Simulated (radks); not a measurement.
Values are calculated unless marked as measured or tabulated.
Valence configurations of Au+ (all share [Xe]). Code: a radial shooting solver on a logarithmic mesh with Libxc functionals. Model: scalar-relativistic Kohn-Sham, PBE, spin-unpolarised, spherical densities, finite nucleus; Fermi nuclear charge, rms radius 5.4371 fm. Energies are relative to 4f14 5d10; eigenvalues in eV.

valence            E (eV)    e(4f)    e(5d)   e(6p)    e(6s)
4f14 5d10           0.000  -89.590  -15.329       -        -
4f14 5d9 6s1        2.725  -92.972  -17.675       -  -14.340
4f14 5d8 6s2        6.712  -96.601  -20.150       -  -15.501
4f14 5d9 6p1        9.817  -94.767  -19.350  -8.276        -
4f14 5d8 6p2       22.174  -100.08  -23.330  -9.681        -
4f13.5 5d10 6s0.5  39.901  -96.957  -17.057       -  -13.820
4f13 5d10 6s1      83.232  -104.58  -18.910       -  -14.469
4f13 5d10 6p1      90.438  -106.42  -20.643  -8.319        -
4f13 5d9 6s1 6p1   96.115  -110.21  -23.240  -8.960  -16.840
4f13 5d9 6p2       104.13  -111.93  -24.820  -9.759        -

NIST lists [Xe] 4f14 5d10 as the ground configuration; this level of theory agrees among the configurations tried. The energies are those of spherical spin-averaged densities, not of single terms.
